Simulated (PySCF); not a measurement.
Isomers of C7H10O2Si, mass 154.045 u with the commonest isotopes. Level of theory: PBE0/pcSseg-1 in PySCF (dipole) on a GFN2-xTB geometry, gas phase. One conformer each, none proved a minimum here; rigid rotors.

Question: Order these by out-of-plane moment Σ m c² = (Ia + Ib − Ic)/2, largest first.
A. `[CH:1]#[C:2][CH2:3][CH2:4][SiH2:5]/[CH:6]=[CH:7]/[C:8](=[O:9])[OH:10]` with C2–C3–C4–Si5 180°, C3–C4–Si5–C6 179°, C4–Si5–C6–C7 109°, C6–C7–C8–O9 0°, C7–C8–O10–H 180°
B. `[CH2:1]=[CH:2][C:3]#[C:4][C:5](=[O:6])[C@@H:7]([SiH3:8])[O:9][CH3:10]` with C4–C5–C7–Si8 -93°, C5–C7–O9–C10 75°
C. `[CH2:1]=[C:2]([CH3:3])/[CH:4]=[C:5](\[CH:6]=[O:7])[SiH2:8][CH:9]=[O:10]` with C1–C2–C4–C5 36°, C4–C5–C6–O7 -162°, C4–C5–Si8–C9 117°, C5–Si8–C9–O10 -59°

Answer: B (147.71 u·Å²), C (109.87 u·Å²), A (53.23 u·Å²).

Question: Order these by rotational constant B, smallest first.
A. `[CH2:1]=[C:2]([CH3:3])/[CH:4]=[C:5](\[CH:6]=[O:7])[SiH2:8][CH:9]=[O:10]` with C1–C2–C4–C5 36°, C4–C5–C6–O7 -162°, C4–C5–Si8–C9 117°, C5–Si8–C9–O10 -59°
B. `[CH:1]#[C:2][CH2:3][CH2:4][SiH2:5]/[CH:6]=[CH:7]/[C:8](=[O:9])[OH:10]` with C2–C3–C4–Si5 180°, C3–C4–Si5–C6 179°, C4–Si5–C6–C7 109°, C6–C7–C8–O9 0°, C7–C8–O10–H 180°
C. `[CH2:1]=[CH:2][C:3]#[C:4][C:5](=[O:6])[C@@H:7]([SiH3:8])[O:9][CH3:10]` with C4–C5–C7–Si8 -93°, C5–C7–O9–C10 75°

Answer: B (322.5 MHz), A (635.2 MHz), C (665.0 MHz).

Question: Order these by rotational constant A, largest first.
A. `[CH2:1]=[CH:2][C:3]#[C:4][C:5](=[O:6])[C@@H:7]([SiH3:8])[O:9][CH3:10]` with C4–C5–C7–Si8 -93°, C5–C7–O9–C10 75°
B. `[CH:1]#[C:2][CH2:3][CH2:4][SiH2:5]/[CH:6]=[CH:7]/[C:8](=[O:9])[OH:10]` with C2–C3–C4–Si5 180°, C3–C4–Si5–C6 179°, C4–Si5–C6–C7 109°, C6–C7–C8–O9 0°, C7–C8–O10–H 180°
C. `[CH2:1]=[C:2]([CH3:3])/[CH:4]=[C:5](\[CH:6]=[O:7])[SiH2:8][CH:9]=[O:10]` with C1–C2–C4–C5 36°, C4–C5–C6–O7 -162°, C4–C5–Si8–C9 117°, C5–Si8–C9–O10 -59°

Answer: B (3073 MHz), C (1956 MHz), A (1457 MHz).

| SMILES | point group | Ia (u·Å²) | Ib (u·Å²) | Ic (u·Å²) | κ | μa (D) | μb (D) | μc (D) |
| --- | --- | --- | --- | --- | --- | --- | --- | --- |
| C=C(C)/C=C(\C=O)[SiH2]C=O | C1 | 258.31 | 795.60 | 834.18 | -0.96 | 3.78 | 1.84 | 1.52 |
| C#CCC[SiH2]/C=C/C(=O)O | C1 | 164.48 | 1567.06 | 1625.08 | -0.99 | 0.23 | 0.49 | 1.24 |
| C=CC#CC(=O)[C@@H]([SiH3])OC | C1 | 346.82 | 759.96 | 811.37 | -0.90 | 2.09 | 2.88 | 0.33 |
